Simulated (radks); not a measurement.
Results of a calculation; reference values are marked as such.
Problem. All-electron atom: Pr in [Xe] 4f2.5 6s2 6p0.5 (fractional occupations, a model configuration). Code: a radial shooting solver on a logarithmic mesh with Libxc functionals. Model: scalar-relativistic Kohn-Sham, r2SCAN, spin-unpolarised, spherical densities, finite nucleus; meta-GGA in the generalised Kohn-Sham scheme; Fermi nuclear charge, rms radius 4.8919 fm. Some entries of the table are withheld. Estimate them.

| orbital | occ. | eigenvalue (Ry) | <1/r> (bohr^-1) |
|---|---|---|---|
| 1s | 2 | (1) | (2) |
| 2s | 2 | -496.9965 | 14.94 |
| 2p | 6 | -444.4928 | 14.11 |
| 3s | 2 | -108.0716 | 5.447 |
| 3p | 6 | (3) | 5.146 |
| 3d | 10 | -67.88641 | 4.874 |
| 4s | 2 | -22.00326 | 2.263 |
| 4p | 6 | (4) | 2.087 |
| 4d | 10 | -8.61038 | 1.823 |
| 5s | 2 | -3.18536 | 0.8800 |
| 5p | 6 | -1.83324 | 0.7521 |
| 4f | 2.5 | -0.34392 | 1.231 |
| 6s | 2 | -0.31763 | 0.2859 |
| 6p | 0.5 | -0.12537 | 0.2232 |

Solution. 
(1) 1s eigenvalue (Ry): -3078.489
(2) 1s <1/r> (bohr^-1): 64.68
(3) 3p eigenvalue (Ry): -91.34819
(4) 4p eigenvalue (Ry): -16.50399
